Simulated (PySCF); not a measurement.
F₂La (SMILES [F][La+][F]), charge +1, singlet, geometry from GFN2-xTB (such geometries of metal compounds can be far from the true shape) (the multiplicity is a formal guess) (core potentials on La).

Input for PySCF:
```python
from pyscf import gto, scf, dft

mol = gto.M(
    atom='''
La    0.339661    0.235568    0.069081
F    -1.548567    0.245262   -1.273320
F    -0.602619   -1.737191    0.835806
''',
    basis='def2-sv(p)',
    ecp={'La': 'def2-sv(p)'},
    charge=1,
    spin=0,
    verbose=4,
)

mf = dft.RKS(mol)
mf.xc = 'm062x'
mf.kernel()
mf.analyze()
```

### Question
What does this run give for the HOMO energy, nuclear repulsion energy, number of basis functions, HOMO-LUMO gap?

### Answer

The HOMO energy comes out as -15.81 eV, the nuclear repulsion energy comes out as 59.3006 Eh and the number of basis functions is 53. The HOMO-LUMO gap comes out as 8.14 eV.
